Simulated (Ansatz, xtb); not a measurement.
Ranking isomers of C5H8N2O

10 gas-phase structures of C5H8N2O, from a drawn sample of its isomers (lower ones may exist). Each was relaxed with GFN2-xTB; where two conformers were screened, the lower at r2SCAN-D4/def2-SVP is listed:

A. `C/C=C(N)/C=N/C=O`, a singlet
B. `[H]/N=C(/C=N/C=O)CC`, a singlet
C. `[H]/N=C(\C=N\C=O)CC`, a singlet
D. `C/C=C(N)/C=N\C=O`, a singlet
E. `C=C/C(N)=C/N=C/O`, a singlet
F. `C/C=C(N)\C=N/C=O`, a singlet
G. `C=C/C(N)=C\N=C\O`, a singlet
H. `C/C=C(N)\C=N\C=O`, a singlet
I. `C=C/C(N)=C/N=C\O`, a singlet
J. `[H]/N=C(\C=C)CNC=O`, a singlet

Question: Which do you expect lowest at r2SCAN-D4/def2-SVP, and how would the others follow?

Answer: Calculated order at r2SCAN-D4/def2-SVP: J (0.0), A (4.4), D (5.2), E (6.3), H (8.0), F (8.2), I (9.4), G (9.8), B (11.4), C (14.0) kcal/mol. Less than 1 kcal/mol parts A and D; H and F; I and G, so the order within those pairs means little.

Energies above the lowest of each column, in kcal/mol; the last columns are at PBE0-D3(BJ)/def2-SVP geometries and were run for some of them only (a dash: not run or not comparable):

| structure | GFN2-xTB | HF/STO-3G | r2SCAN-D4/def2-SVP | PBE0-D3(BJ)/def2-SVP | CCSD(T)/def2-SVP + ΔMP2/def2-TZVPP |
| --- | --- | --- | --- | --- | --- |
| J | 3.7 | 1.2 | 0.0 | 0.0 | 0.0 |
| A | 0.9 | 9.1 | 4.4 | 2.8 | 4.7 |
| D | 0.0 | 12.3 | 5.2 | 4.7 | 7.7 |
| E | 4.7 | 9.8 | 6.3 | 7.6 | 9.2 |
| H | 2.1 | 10.8 | 8.0 | 6.0 | 8.2 |
| F | 1.2 | 13.6 | 8.2 | 7.8 | 10.9 |
| I | 6.0 | 14.3 | 9.4 | – | – |
| G | 5.7 | 11.8 | 9.8 | – | – |
| B | 4.8 | 0.8 | 11.4 | – | – |
| C | 5.9 | 0.0 | 14.0 | – | – |

CCSD(T)/def2-SVP + ΔMP2/def2-TZVPP puts J lowest of those it was run on; GFN2-xTB picks D, HF/STO-3G picks C. CCSD(T)/def2-SVP + ΔMP2/def2-TZVPP orders those it was run on as J (0.0), A (4.7), D (7.7), H (8.2), E (9.2), F (10.9) kcal/mol. Less than 1 kcal/mol parts D and H, so the order within that pair means little. Flexible structures stand in one conformer each, not always the lowest. J keeps a small imaginary mode. Frequencies (GFN2-xTB) were run for A, D, E, F, J alone. The ΔMP2 step shifts differences by up to 3.0 kcal/mol, which makes them less sure. ΔMP2 is the change of the MP2 energy from the smaller to the larger basis.

Over these structures GFN2-xTB departs from r2SCAN-D4/def2-SVP by 2.4 kcal/mol on average once a common shift is removed. A GFN2-xTB relaxation took about 0.76 s and the r2SCAN-D4/def2-SVP energy about 8.8 s on a shared host (Ansatz 0.2.0, xtb 6.7.1).
